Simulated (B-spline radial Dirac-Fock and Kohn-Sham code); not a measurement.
Level of theory: one-electron (LDA, Dirac) transition rates at Dirac-Fock energies; a radial finite-basis atomic code. Free neutral atoms.

Q: Order these holes by natural width, smallest first.
A. Nd M4 (3d3/2)
B. W L2 (2p1/2)
C. Te L3 (2p3/2)
D. I K (1s)
E. Pm L2 (2p1/2)

A: A (0.830 eV), C (2.63 eV), E (3.66 eV), B (4.87 eV), D (10.4 eV).

Values without a named source are computed, but for edge energies of neutral atoms, which are taken from tables.
